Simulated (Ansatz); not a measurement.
Geometry optimisation, RKS BHLYP-D4/def2-SVP (Ansatz 0.2.0).

input.yaml

```yaml
crystal:
  periodic: [false, false, false]
  atoms:
    - { symbol: C, position_ang: [-1.0253, 0.1831, 0.8835] }
    - { symbol: C, position_ang: [-0.5748, -0.566, -0.3143] }
    - { symbol: Si, position_ang: [1.6361, 0.1776, -0.5111] }
    - { symbol: C, position_ang: [0.2786, 0.0096, -1.3411] }
    - { symbol: S, position_ang: [-0.3479, 0.2845, -2.8491] }
    - { symbol: H, position_ang: [-1.2037, 1.3027, 0.6233] }
    - { symbol: H, position_ang: [-0.3816, 0.1389, 1.7399] }
    - { symbol: H, position_ang: [-2.0135, -0.1472, 1.1615] }
    - { symbol: H, position_ang: [-0.339, -1.569, 0.0148] }
    - { symbol: H, position_ang: [2.18255, 1.56638, -0.24808] }
    - { symbol: H, position_ang: [2.82494, -0.67554, -0.88113] }
basis:
  gaussian: { orbitals: def2-SVP }
hamiltonian:
  xc: { name: BHLYP }
  dispersion: d4
relax:
  f_tol: 0.015
  max_steps: 40
```

Launched with:

```bash
$ ansatz run input.yaml --threads 2 --pin off --max-ram 3072MiB --backend cpu --events-out ev --progress --plain --runs-dir out
```

Question: Where does it end, and by what steps?

Answer: The forces met the threshold. After 15 steps the energy has fallen by 3.503 eV; C2 moved furthest, 0.67 Å. The start is strongly strained (largest force component 9 eV/Å). Joined: C2–Si3.

| step | energy less start (eV) | largest force component (eV/Å) | accepted |
| --- | --- | --- | --- |
| 0 | 0.0000 | 8.776 | yes |
| 1 | -1.7278 | 5.445 | yes |
| 2 | -2.8285 | 2.824 | yes |
| 3 | -3.2703 | 1.491 | yes |
| 4 | -3.4151 | 0.840 | yes |
| 5 | -3.4652 | 0.475 | yes |
| 6 | -3.4753 | 0.256 | yes |
| 7 | -3.4874 | 0.135 | yes |
| 8 | -3.4885 | 0.247 | yes |
| 9 | -3.4964 | 0.077 | yes |
| 10 | -3.4986 | 0.053 | yes |
| 11 | -3.5017 | 0.130 | yes |
| 12 | -3.3542 | 1.597 | no |
| 13 | -3.5033 | 0.048 | yes |
| 14 | -3.5034 | 0.025 | yes |
| 15 | -3.5035 | 0.015 | yes |

```xyz
11
Properties=species:S:1:pos:R:3
C -1.044 0.229 0.838
C 0.012 -0.388 -0.043
Si 1.731 0.152 -0.620
C 0.107 -0.030 -1.481
S -0.934 0.431 -2.608
H -1.044 1.318 0.738
H -0.876 -0.020 1.888
H -2.038 -0.126 0.550
H 0.109 -1.475 0.079
H 2.252 1.515 -0.422
H 2.760 -0.901 -0.641
```

The run took 53 s on 2 threads of Arm Neoverse V1, on a shared host, peak memory 0.24 GiB.
